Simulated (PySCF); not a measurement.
PySCF input for C3H6BFO2, SMILES CCC(=O)B(O)F, PBE/pcSseg-1. The structure is a stationary point at r2SCAN-D4/def2-SVP. The structure was generated by enumeration, and PubChem lists no compound with its InChIKey, so it may never have been made. The values are those of a single conformer.

```python
import numpy as np
from pyscf import gto, scf, dft
from pyscf.prop.nmr import rks as nmr

mol = gto.M(
    atom='''
    C     0.19839399   -2.74542066   -0.00000000
    C     0.73446202   -1.32531929    0.00000000
    C    -0.34410110   -0.26349396    0.00000000
    O    -1.53113947   -0.54843484    0.00000000
    B     0.09843385    1.28544402   -0.00000000
    O     1.40668202    1.61083788    0.00000000
    F    -0.83580325    2.23223883   -0.00000000
    H    -0.43257653   -2.92514017    0.88349558
    H    -0.43257653   -2.92514018   -0.88349558
    H     1.01616851   -3.48110187    0.00000000
    H     1.39034018   -1.12341298   -0.86977772
    H     1.39034018   -1.12341298    0.86977773
    H     1.56149437    2.56701781    0.00000000
    ''',
    basis='pcSseg-1',
    charge=0,
    spin=0,
    max_memory=1600,
    verbose=3,
)
mf = dft.RKS(mol, xc='pbe')
mf.grids.level = 3
mf.conv_tol = 1e-10
mf.max_cycle = 100
mf.kernel()
n = nmr.NMR(mf)
n.verbose = 2
n.max_cycle_cphf = 60
sigma = n.kernel()
print('atom   isotropic/ppm   span/ppm')
for i, s in enumerate(sigma):
    w = np.linalg.eigvalsh((s + s.T) / 2)
    print(f'{mol.atom_symbol(i):2s}{i + 1:3d} {w.mean():14.3f} {w[2] - w[0]:11.3f}')
```

It prints:

```
converged SCF energy = -392.705078170484
atom   isotropic/ppm   span/ppm
C   1        172.267      10.144
C   2        130.501      78.851
C   3        -51.180     232.806
O   4       -514.471    1810.279
B   5         83.115      60.469
O   6        192.336     209.044
F   7        251.700     276.827
H   8         30.144       9.526
H   9         30.144       9.526
H  10         30.430      10.448
H  11         28.219       7.789
H  12         28.219       7.789
H  13         26.619      12.657
```

The run converged.

Cost: very roughly 40 core-seconds.
